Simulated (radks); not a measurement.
Task: Coherent X-ray form factor from a spherical all-electron density. Method: Dirac Kohn-Sham, PBE, spin-unpolarised, spherical densities, point nucleus; computed with a radial shooting solver on a logarithmic mesh with Libxc functionals.

sin(theta)/lambda (1/angstrom),f0 (electrons)
0.05,39.526
0.1,38.193
0.15,36.232
0.2,33.926
0.25,31.532
0.3,29.236
0.4,25.291
0.5,22.291
0.6,20.000
0.8,16.462
1,13.464
1.25,10.361
1.5,8.175
2,5.960

The species is in the configuration that NIST lists as its ground one. Which atom or ion scatters so?

Result: The technetium ion Tc3+, [Kr] 4d4. Extrapolating in s^2 from the first two rows gives f0(0) = 40.0, near the electron count 40; among species with that count, the fall with angle is slower the higher Z, and the table is that of Z = 43; from so few rows the species is fixed only to a neighbour or two.
